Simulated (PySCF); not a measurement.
B(AsH2)(F)(OH) (AsBFH₃O), SMILES B(F)([AsH2])O.

Geometry optimised at r2SCAN-D4/def2-SVP. One conformer was computed; it need not be the lowest.

Calculation: r2SCAN-D4/def2-SVP in PySCF.

Frequencies are harmonic and unscaled.

Computed harmonic wavenumbers and intensities:
```tsv
mode	ν (cm⁻¹)	IR (km/mol)	moving atoms (share of kinetic energy)
1	117	1.9	H 88 %
2	221	7.9	F 40 %, O 25 %, H 17 %, B 13 %
3	300	2.2	As 35 %, O 29 %, F 27 %
4	417	37.3	H 43 %, B 42 %, O 9 %
5	558	70.1	H 88 %
6	586	9.8	O 34 %, F 30 %, B 26 %
7	675	13.3	H 87 %
8	688	4.7	H 59 %, B 34 %
9	965	135.8	H 76 %, F 13 %
10	996	51.1	H 97 %
11	1236	452.1	B 59 %, O 20 %, F 13 %
12	1439	211.8	B 72 %, O 16 %, F 9 %
13	2201	83.6	H 99 %
14	2232	71.9	H 99 %
15	3884	88.6	H 94 %
```
